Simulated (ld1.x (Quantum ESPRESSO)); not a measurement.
# What one change does to a pseudopotential (S (Z = 16), PAW)

- Element: sulfur
- Generator: ld1.x (Quantum ESPRESSO) 7.5
- Type: PAW
- Functional: PBE
- Relativity: scalar-relativistic
- Frozen core: [Ne]
- Valence charge: 6
- Reference configuration: 3s1 3p5
- Partial waves: 3s (bound): rcut 1.00, rcutus 1.25 bohr; 3s channel at -0.95 Ry: rcut 1.00, rcutus 1.25 bohr; 3p (bound): rcut 1.45, rcutus 1.60 bohr; 3p channel at -0.1 Ry: rcut 1.45, rcutus 1.60 bohr; 3d channel at 0.35 Ry: rcut 1.35, rcutus 1.55 bohr; 3d channel at 1.2 Ry: rcut 1.35, rcutus 1.55 bohr
- Local potential: all-electron potential smoothed inside 1.10 bohr (lloc = -2)
- Core correction: a·sin(br)/r model core inside 0.75 bohr
- Augmentation charge: PSQ, inside the norm-conserving radii

All-electron outer shells of the reference configuration (PBE, scalar-relativistic, ld1.x):

```csv
shell,level (eV),outermost node (bohr),outermost maximum (bohr)
2s,-213.15,0.13,0.39
2p,-157.93,–,0.33
3s,-17.93,0.60,1.40
3p,-7.56,0.58,1.59
```

Change: local potential all-electron potential smoothed inside 1.78 bohr (lloc = -2).

Cutoffs: the cutoffs (Ry, on a coarse ladder) from which the occupation-weighted sum of valence levels, in a spherical-Bessel basis at the reference potential, stays within 10 and 1 mRy of its value at 400 Ry; they do not see the model core or the augmentation charge, which bear on the density cutoff. Errors are all-electron minus pseudo energies relative to the spin-unpolarised reference configuration.

Problem. What does the change do?

Solution. The potential gets harder (21 Ry and 35 Ry → 25 Ry and 35 Ry); the errors of the 7 common tests hardly move; neither file shows a bound ghost.

```tsv
quantity	base	changed
cutoff, loose	21 Ry	25 Ry
cutoff, tight	35 Ry	35 Ry
loose cutoff by channel (10 mRy a level)	s 18 Ry, p 15 Ry	s 21 Ry, p 15 Ry
bound ghosts	none	none
error for 3s2 3p4, meV [ΔE -10.31 eV]	+0.3	+0.2
error for 3s2 3p3, meV [ΔE 1.46 eV]	-0.7	-0.8
error for 3s2 3p2, meV [ΔE 23.74 eV]	-6.4	-6.6
error for 3s2 3p1, meV [ΔE 57.78 eV]	-28	-28
error for 3s2 3p3.5, meV [ΔE -5.65 eV]	0.0	-0.1
error for 3s0 3p6, meV [ΔE 10.43 eV]	-0.4	-0.3
error for 3s2 3p4.3, meV [ΔE -12.02 eV]	+0.4	+0.4
lowest overlap eigenvalue by channel	s 0.55, p 0.79, d 0.96	s 0.60, p 0.81, d 0.91
```
